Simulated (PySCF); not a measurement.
# Radial density of Re(3+) (rhenium, charge +3)

UHF, [Xe] 4f14 5d4, high-spin 5D determinant. Calculation: PySCF 2.14, in x2c-TZVPPall (11s7p7d3f1g, 97 functions); scalar relativity by spin-free X2C-1e.

```tsv
r (bohr)	4πr²ρ (e/bohr)	4πr²(ρα − ρβ)
0.0137	103.6	-0.0025
0.0231	90.34	-0.0030
0.0388	118.4	0.0101
0.0652	132.9	0.1182
0.110	108.1	0.2642
0.185	116.1	-0.0091
0.310	66.80	0.2980
0.522	64.03	0.0806
0.878	20.63	1.0245
1.48	8.246	3.0011
2.49	0.9880	0.8093
4.18	0.03287	0.0326
7.03	0.0001409	0.0001
```

Densities and radii are taken from the X2C orbitals without a picture-change correction, which distorts them close to the nucleus.

Spin-orbit coupling, absent here, splits the open shell strongly.

Problem. Where is the radial spin density 4πr²(ρα − ρβ) most negative, and why is it negative at all?

Solution. Around r = 0.185 bohr, down to -0.0091 e/bohr: exchange with the open shell polarises the paired shells in an unrestricted calculation.
